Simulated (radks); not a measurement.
Effect of the nuclear size on the niobium ion Nb+, [Kr] 4d4. Calculated with a radial shooting solver on a logarithmic mesh with Libxc functionals: Dirac Kohn-Sham, relativistic LDA (MacDonald-Vosko exchange, VWN5 correlation), spin-unpolarised, spherical densities, finite nucleus; open shells fill j = l - 1/2 first; Fermi nuclear charge, rms radius 4.324 fm. The rms radius is varied about that value; shifts are against it.

rms radius (fm)  total energy shift (eV)  density at nucleus (e/bohr^3)  1s1/2 shift (meV)  2s1/2 shift (meV)  4s1/2 shift (meV)  5s1/2 (empty) shift (meV)
3.697                             -0.338                      8.295e+04               -142              -15.1             -0.432                     -0.051
4.177                            -0.0835                      8.191e+04              -35.2              -3.74             -0.107                     -0.012
4.324                                  0                      8.162e+04              0.000              0.000              0.000                      0.000
4.6656                             0.204                      8.098e+04               85.9               9.13              0.261                      0.031
5.0893                             0.476                      8.026e+04                201               21.3              0.608                      0.071

Slopes of the eigenvalues against <r^2> in GHz/fm^2, as finite differences over the two radii next to the reference (eigenvalue slopes, not the field-shift constants of lines): 1s1/2 6770, 2s1/2 720, 4s1/2 20.5, 5s1/2 (empty) 2.41.
